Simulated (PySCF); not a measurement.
**input.py for SbAs**

The script input.py:

```python
from pyscf import gto, dft

mol = gto.M(
    atom='Sb 0 0 0; As 0 0 2.921',
    basis='lanl2dz',
    ecp={'Sb': 'lanl2dz', 'As': 'lanl2dz'},
    charge=0,
    spin=0,
    verbose=4,
)
mf = dft.UKS(mol, xc='bhandhlyp')
mf.kernel()
mf.dip_moment()
print('orbital energies (hartree):', [e[max(0, n-3):n+3].round(4) for e, n in zip(mf.mo_energy, mol.nelec)])
```

```bash
$ OMP_NUM_THREADS=1 python input.py
```

Output (some set-up lines and the per-cycle HOMO/LUMO lines with their warnings removed):

```
PySCF version 2.14.0

[INPUT] Symbol           X                Y                Z      unit          X                Y                Z       unit  Magmom
[INPUT]  1 Sb     0.000000000000   0.000000000000   0.000000000000 AA    0.000000000000   0.000000000000   0.000000000000 Bohr   0.0
[INPUT]  2 As     0.000000000000   0.000000000000   2.921000000000 AA    0.000000000000   0.000000000000   5.519890009855 Bohr   0.0

nuclear repulsion = 4.52907575248203
number of shells = 8
number of NR pGTOs = 24
number of NR cGTOs = 16
basis = lanl2dz
ecp = {'Sb': 'lanl2dz', 'As': 'lanl2dz'}

******** <class 'pyscf.dft.uks.UKS'> ********
method = UKS
initial guess = minao
damping factor = 0
level_shift factor = 0
DIIS = <class 'pyscf.scf.diis.CDIIS'>
SCF conv_tol = 1e-09
SCF max_cycles = 50
number electrons alpha = 5  beta = 5
XC functionals = bhandhlyp
    Defined through Gaussian implementation.

grids dens level: 3
tot grids = 42384
init E= 5.70521839455795
cycle= 1 E= -11.0205371618612  delta_E= -16.7  |g|= 0.488  |ddm|= 3.03
cycle= 2 E= -9.97762271037591  delta_E= 1.04  |g|= 0.804  |ddm|= 1.77
cycle= 3 E= -11.2210976448654  delta_E= -1.24  |g|= 0.351  |ddm|= 1.52
cycle= 4 E= -11.31172545532  delta_E= -0.0906  |g|= 0.216  |ddm|= 0.151
cycle= 5 E= -11.3402273029413  delta_E= -0.0285  |g|= 0.146  |ddm|= 0.088
cycle= 6 E= -11.3593592467206  delta_E= -0.0191  |g|= 0.0591  |ddm|= 0.0957
cycle= 7 E= -11.3626344098038  delta_E= -0.00328  |g|= 0.0172  |ddm|= 0.0444
cycle= 8 E= -11.3628727706476  delta_E= -0.000238  |g|= 0.00769  |ddm|= 0.0091
cycle= 9 E= -11.3629330339213  delta_E= -6.03e-05  |g|= 0.000916  |ddm|= 0.00876
cycle= 10 E= -11.3629338656663  delta_E= -8.32e-07  |g|= 0.0001  |ddm|= 0.000784
cycle= 11 E= -11.362933875709  delta_E= -1e-08  |g|= 3.82e-06  |ddm|= 0.000101
cycle= 12 E= -11.362933875724  delta_E= -1.5e-11  |g|= 1.11e-08  |ddm|= 4.42e-06
Extra cycle  E= -11.362933875724  delta_E= 1.42e-14  |g|= 1.4e-08  |ddm|= 3.66e-08
converged SCF energy = -11.362933875724  <S^2> = 4.4408921e-15  2S+1 = 1
Dipole moment(X, Y, Z, Debye):  0.00000,  0.00000, -1.14210
orbital energies (hartree): [array([-0.2895, -0.2498, -0.2498, -0.1169, -0.1169, -0.0386]), array([-0.2895, -0.2498, -0.2498, -0.1169, -0.1169, -0.0386])]
```

In short: E(SCF) = -11.362934 Eh, 12 cycles, μz(SCF) = -1.14 D.

It ran on Arm Neoverse V1 (1 thread, shared host) in 1.4 s.

The bond length is a typed value, not an optimised one. No search for the lowest solution was made.
